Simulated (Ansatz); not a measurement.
`N[BH][Al]([Cl])[Cl]` and `C[Se][Al]([Cl])[Cl]` differ in one atom or group.

Ansatz, PBE0-D4/def2-TZVP geometries, multiplicity 1. Each molecule was computed in one conformer, which needn't be the lowest.

Scalar relativity is left out up to krypton.

| property | `N[BH][Al]([Cl])[Cl]` |
| --- | --- |
| size of the dipole moment (ωB97M-V/def2-TZVPP) / D | 3.57 |
| HOMO energy (PBE0/def2-TZVPP) / eV | -7.81 |
| HOMO–LUMO gap (B3LYP/def2-TZVPP) / eV | 5.52 |
| size of the dipole moment (PBE/def2-TZVPP) / D | 3.65 |
| HOMO–LUMO gap (ωB97M-V/def2-TZVPP) / eV | 9.80 |
| LUMO energy (PBE0/def2-TZVPP) / eV | -1.93 |

(1) What does the change do to each property? (An estimate is asked.)

## Answers

(1) The calculation gave: 
```csv
property,`C[Se][Al]([Cl])[Cl]`,shift
size of the dipole moment (ωB97M-V/def2-TZVPP) / D,1.99,-1.58
HOMO energy (PBE0/def2-TZVPP) / eV,-7.27,0.54
HOMO–LUMO gap (B3LYP/def2-TZVPP) / eV,5.80,0.28
size of the dipole moment (PBE/def2-TZVPP) / D,2.09,-1.56
HOMO–LUMO gap (ωB97M-V/def2-TZVPP) / eV,10.10,0.30
LUMO energy (PBE0/def2-TZVPP) / eV,-0.98,0.95
```

With PBE0 the HOMO rises by 0.54 eV and the LUMO rises by 0.95 eV, so the gap widens by about 0.41 eV. PBE moves the HOMO by 0.46 eV and ωB97M-V by 0.52 eV. Dipoles are sizes alone; their direction can turn.

B3LYP here is the variant with VWN-RPA as its local correlation; programs differ in this.

Spin–orbit coupling is left out; it splits and shifts lone-pair levels of the heavy atoms by tenths of an eV.
